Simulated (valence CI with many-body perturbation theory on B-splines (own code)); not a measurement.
# Level structure of Ce³⁵⁺

Level of theory: relativistic CI+MBPT: five valence electrons over a frozen Dirac-Fock core [Ar], radial functions for each j: 7 s, 7 p, 8 d, 6 f, 4 g, 1 h, with the one-electron correlation potential Σ1 (screened to all orders), the two-electron term Σ2, the three-electron term Σ3, Breit, model QED; selected single and double excitations, second order for the rest, scaled by the run's own slope (own B-spline code, finite nucleus).

No measured spectrum was set against this ion. As an estimate, large intervals hold to a few tenths of a per cent, small ones and those within an open d or f shell to about a per cent. Among the levels kept, up to 650 cm⁻¹ of a level comes from second order outside the variational space, and about a tenth of that is noise between levels of different J, which matters for small intervals. Only levels of the ground parity were solved; by the run's estimate the other parity begins above the list, which can be wrong where configurations are misplaced.

Levels 1 to 32 of 32, with energies above the lowest level, (3d3/2^4 3d5/2) J=5/2. "Leading %" is the weight of the configuration and term that name the level; weights of strongly mixed levels are sums over their largest components and can fall short, so below about 35 % the name and the second component can differ from the true leading terms, or belong to a minority configuration. In the jj column 3d3/2^4 stands for four electrons in 3d with j = 3/2. Lifetimes count E1, E2, E3, M1 and M2 decay at the calculated energies, and are blank where another channel may lead or the interval is too uncertain; long ones can be off by a factor of two.

| No. | Configuration | Term | J | E (cm⁻¹) | Leading % | g | Lifetime | Leading jj |
| --- | --- | --- | --- | --- | --- | --- | --- | --- |
| 1 | 3d⁵ | ⁶S | 5/2 | 0 | 35 | 1.564 |  | 3d3/2^4 3d5/2 (74 %) |
| 2 | 3d⁵ | ⁶S | 5/2 | 119140 | 34 | 1.245 | 16.4 μs | 3d3/2^3 3d5/2^2 (64 %) |
| 3 | 3d⁵ | ⁴G | 7/2 | 189370 | 42 | 1.142 | 29.0 μs | 3d3/2^3 3d5/2^2 (97 %) |
| 4 | 3d⁵ | ⁴D | 3/2 | 195720 | 41 | 1.255 | 8.66 μs | 3d3/2^3 3d5/2^2 (95 %) |
| 5 | 3d⁵ | ⁴G | 11/2 | 199130 | 47 | 1.141 |  | 3d3/2^3 3d5/2^2 (94 %) |
| 6 | 3d⁵ | ⁴G | 9/2 | 221870 | 48 | 1.149 | 1.47 ms | 3d3/2^3 3d5/2^2 (86 %) |
| 7 | 3d⁵ | ⁴D | 5/2 | 231360 | 38 | 1.142 | 33.0 μs | 3d3/2^3 3d5/2^2 (74 %) |
| 8 | 3d⁵ | ⁴P | 1/2 | 241150 | 57 | 1.872 | 313 μs | 3d3/2^3 3d5/2^2 (76 %) |
| 9 | 3d⁵ | ²F | 7/2 | 270490 | 34 | 1.121 | 125 μs | 3d3/2^3 3d5/2^2 (88 %) |
| 10 | 3d⁵ | ²D | 5/2 | 304490 | 35 | 1.218 | 5.84 μs | 3d3/2^2 3d5/2^3 (65 %) |
| 11 | 3d⁵ | ²D | 3/2 | 330060 | 53 | 0.803 | 36.6 μs | 3d3/2^3 3d5/2^2 (63 %) |
| 12 | 3d⁵ | ⁴D | 7/2 | 338640 | 49 | 1.208 | 12.2 μs | 3d3/2^2 3d5/2^3 (93 %) |
| 13 | 3d⁵ | ²I | 11/2 | 345050 | 56 | 1.065 | 16.6 μs | 3d3/2^2 3d5/2^3 (95 %) |
| 14 | 3d⁵ | ⁴G | 9/2 | 359020 | 46 | 1.143 | 17.4 μs | 3d3/2^2 3d5/2^3 (86 %) |
| 15 | 3d⁵ | ⁴D | 1/2 | 369080 | 75 | 0.597 | 9.37 μs | 3d3/2^2 3d5/2^3 (93 %) |
| 16 | 3d⁵ | ²I | 13/2 | 375050 | 100 | 1.071 | 83.0 μs | 3d3/2^2 3d5/2^3 (100 %) |
| 17 | 3d⁵ | ⁴P | 3/2 | 378580 | 51 | 1.188 | 4.82 μs | 3d3/2^2 3d5/2^3 (91 %) |
| 18 | 3d⁵ | ²F | 5/2 | 392600 | 40 | 1.016 | 9.00 μs | 3d3/2^2 3d5/2^3 (88 %) |
| 19 | 3d⁵ | ²H | 9/2 | 423420 | 53 | 1.101 | 6.72 μs | 3d3/2^2 3d5/2^3 (100 %) |
| 20 | 3d⁵ | ²G | 7/2 | 437640 | 61 | 0.987 | 26.3 μs | 3d3/2^2 3d5/2^3 (98 %) |
| 21 | 3d⁵ | ⁴F | 5/2 | 445430 | 57 | 1.034 | 6.84 μs | 3d3/2^2 3d5/2^3 (92 %) |
| 22 | 3d⁵ | ²D | 3/2 | 464200 | 85 | 0.796 | 17.8 μs | 3d3/2^2 3d5/2^3 (62 %) |
| 23 | 3d⁵ | ²F | 7/2 | 481180 | 47 | 1.053 | 10.6 μs | 3d3/2^2 3d5/2^3 (83 %) |
| 24 | 3d⁵ | ²S | 1/2 | 486000 | 51 | 1.851 | 6.94 μs | 3d3/2^2 3d5/2^3 (59 %) |
| 25 | 3d⁵ | ⁴P | 5/2 | 508940 | 34 | 1.215 | 2.95 μs | 3d3/2 3d5/2^4 (84 %) |
| 26 | 3d⁵ | ²G | 9/2 | 525790 | 64 | 1.105 | 15.8 μs | 3d3/2^2 3d5/2^3 (80 %) |
| 27 | 3d⁵ | ⁴F | 7/2 | 557240 | 36 | 1.190 | 4.32 μs | 3d3/2 3d5/2^4 (96 %) |
| 28 | 3d⁵ | ²H | 11/2 | 569270 | 60 | 1.063 | 4.93 μs | 3d3/2 3d5/2^4 (98 %) |
| 29 | 3d⁵ | ²D | 3/2 | 582300 | 50 | 0.891 | 3.35 μs | 3d3/2 3d5/2^4 (85 %) |
| 30 | 3d⁵ | ²D | 5/2 | 607510 | 64 | 1.122 | 5.08 μs | 3d3/2 3d5/2^4 (60 %) |
| 31 | 3d⁵ | ²G | 9/2 | 623970 | 76 | 1.108 | 6.43 μs | 3d3/2 3d5/2^4 (78 %) |
| 32 | 3d⁵ | ²P | 3/2 | 631500 | 77 | 1.201 | 12.0 μs | 3d3/2^2 3d5/2^3 (87 %) |

The ionisation energy to 3d⁴ ³P0 of the next ion comes out as 2378.4 eV (NIST: 2378 ± 5 eV (theoretical)). All 32 levels together are meant to be complete up to 649200 cm⁻¹.
